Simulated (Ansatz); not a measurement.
Mg(OMe)(SiH3) (CH₆MgOSi), SMILES C[O][Mg][SiH3].

Geometry: B3LYP-D3(BJ)/def2-SVP. One conformer was computed; it need not be the lowest.

Two levels are set side by side: PBE/def2-SVPD (Ansatz, a quantum-chemistry and plane-wave program) and CAM-B3LYP/def2-SVPD (Ansatz). Energy differences of separate SCF runs at the same geometry; the states with an electron removed or added have multiplicity 2 and 2. Differences are taken from unrounded values.

| quantity | CAM-B3LYP | PBE | PBE minus CAM-B3LYP |
|---|---|---|---|
| vertical ionisation energy (eV) | 9.36 | 8.65 | -0.71 |
| vertical singlet–triplet gap (eV) | 4.82 | 4.16 | -0.66 |
